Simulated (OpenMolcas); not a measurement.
Fe4+, Ru4+, Os4+: d4 down the group

```yaml
Program: OpenMolcas
Method: MS-CASPT2, IPEA 0.25 Eh, imaginary shift 0.1 Eh
Basis: ANO-RCC-VTZP
Scalar_Hamiltonian: DKH2, point nucleus
Spin-orbit_coupling: state interaction with AMFI integrals over the reference wave functions, term energies averaged over their components
```

Active space for each ion: 4 electrons in 5 orbitals (d); closed shells correlated by CASPT2: Fe4+ 3s 3p; Ru4+ 4s 4p; Os4+ 5s 5p.

Computed levels in cm-1 above 5D0:

| Level | Fe4+ | Ru4+ | Os4+ |
| --- | --- | --- | --- |
| 5D1 | 154 | 489 | 4320 |
| 5D2 | 452 | 1306 | 8150 |
| 5D3 | 877 | 2320 | 11140 |
| 5D4 | 1411 | 3470 | 13180 |
| 3P0(1) | 24570 | 16730 | 18990 |
| 3H4 | 25410 | 18170 | 21230 |
| 3P1(1) | 25490 | 19150 | 25580 |
| 3H5 | 25740 | 19340 | 26310 |
| 3H6 | 26110 | 20310 | 28650 |
| weight of 5D in the lowest level (%) | 100 | 97 | 65 |

Mixed levels, with the weight of the term that names them: Os4+ 5D0 (65 %), Os4+ 5D4 (70 %), Os4+ 3P0(1) (52 %), Os4+ 3H4 (57 %).

Measured, with the error of the calculation in %. Measured levels: Fe4+ from Corliss and Sugar, J. Phys. Chem. Ref. Data 11, 135 (1982); Os4+ from the list in Palmeri et al., Atoms 14, 22 (2026).

```
 Level          Fe4+          Os4+
   5D1    142 (+8.5)   4311 (+0.2)
   5D2    417 (+8.3)   8083 (+0.8)
   5D3    803 (+9.2)  11018 (+1.1)
   5D4  1283 (+10.0)  12966 (+1.7)
3P0(1)  24055 (+2.2)              
   3H4  24932 (+1.9)  20374 (+4.2)
3P1(1)  24973 (+2.1)  24680 (+3.7)
   3H5  25226 (+2.0)  25344 (+3.8)
   3H6  25528 (+2.3)  27669 (+3.5)
```

The fine-structure level 5D4 changes by a factor of 9.34 from Fe4+ to Os4+.

Without spin-orbit coupling 3P(1) lies 25370, 18330, 16230 cm-1 above 5D in that order; the difference to the level 3P0(1), of either sign, comes from spin-orbit coupling, which also lowers the zero.

Term energies are means over components that CASPT2 splits; among the terms shown or strongly mixed into the levels shown the widest spread is 1100 cm-1 (5d4 1I, Os4+). The CASPT2 spread within a term exceeds the gap to the next term for 3d4 3H and 3d4 3P(1), so the order of their levels is uncertain (figures for Fe4+; the like holds for Os4+). Measured partners are found by configuration, term and J. A level has none where our copy of the source lacks it or the pairing is in doubt (some pairs that miss far off the trend of their configuration count as doubtful), and it then counts in no deviation. Levels of configurations outside the active space are missing.

A number in round brackets counts repeated terms of one configuration in the order of the reference energies.
